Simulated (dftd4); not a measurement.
I3Zr (SMILES [I][Zr]([I])[I]), doublet, geometry from GFN2-xTB (such geometries of metal compounds can be far from the true shape) (the multiplicity is a formal guess); D4 for wb97x in dftd4.

Here is a job for dftd4.
```
$ dftd4 mol.xyz --func wb97x --charge 0 --json dftd4.json --noedisp --property

# file mol.xyz
4

Zr    -0.36838690     0.35251267     0.73412604
I     -1.91094093    -1.65624311    -0.43739609
I      0.06579663     2.21046464    -1.30217845
I      2.12317215    -0.82026883     1.18551715
```

Question: Predict the main parts of the log of this dftd4 run.

Answer: 
```
                    ____  _____ _____     ____  _  _
      -------------|  _ \|  ___|_   _|---|  _ \| || |------------
     |             | | | | |_    | | ___ | | | | || |_           |
     |             | |_| |  _|   | ||___|| |_| |__   _|          |
     |             |____/|_|     |_|     |____/   |_|            |
     |             ===================================           |
     |            E. Caldeweyher, S. Ehlert & S. Grimme          |
     |          Mulliken Center for Theoretical Chemistry        |
     |                    University of Bonn                     |
      -----------------------------------------------------------

Rational (Becke-Johnson) damping: wb97x-D4-ATM
---------------------
  s6         1.0000
  s8         0.5093
  s9         1.0000
  a1         0.0662
  a2         5.4487
 alp        16.0000
--------------------

Atomic data, radii in Ångström:
------------------------------------------------------
   Z          R(cov)      r4/r2   hardness         EN
------------------------------------------------------
  40 Zr       1.8533     3.9341     0.2006     1.3300
  53 I        1.7600     2.9281     0.4104     2.6600
------------------------------------------------------

Atomic reference systems (in atomic units):
----------------------------------------------------------------------------
   Z        #      CN     q+Z       C6(AA)   #      CN     q+Z       C6(AA)
----------------------------------------------------------------------------
  40 Zr     1  0.0000 12.0000    1885.6847   2  1.6626 12.3466     468.7409
            3  3.3599 12.5655     317.8860   4  6.0930 12.9430     128.3857
  53 I      1  0.0000 25.0000     353.7504   2  0.9124 24.8626     380.6589
----------------------------------------------------------------------------

Atomic properties (in atomic units):
----------------------------------------------------------------------------
     #    Z              CN          q      C6(AA)        C8(AA)   alpha(0)
----------------------------------------------------------------------------
     1   40 Zr       2.3750     1.0366    404.2235    67024.6502    46.3845
     2   53 I        0.7978    -0.3455    396.3318    36402.8838    34.3892
     3   53 I        0.7978    -0.3455    396.3318    36402.8838    34.3892
     4   53 I        0.7978    -0.3455    396.3318    36402.8838    34.3892
----------------------------------------------------------------------------

Molecular properties (in atomic units):
----------------------------------------
 molecular C6                6296.8200
 molecular C8              681650.5353
----------------------------------------

Dispersion energy:      -4.6698426550065E-02 Eh

[Info] JSON dump of results written to 'dftd4.json'
```
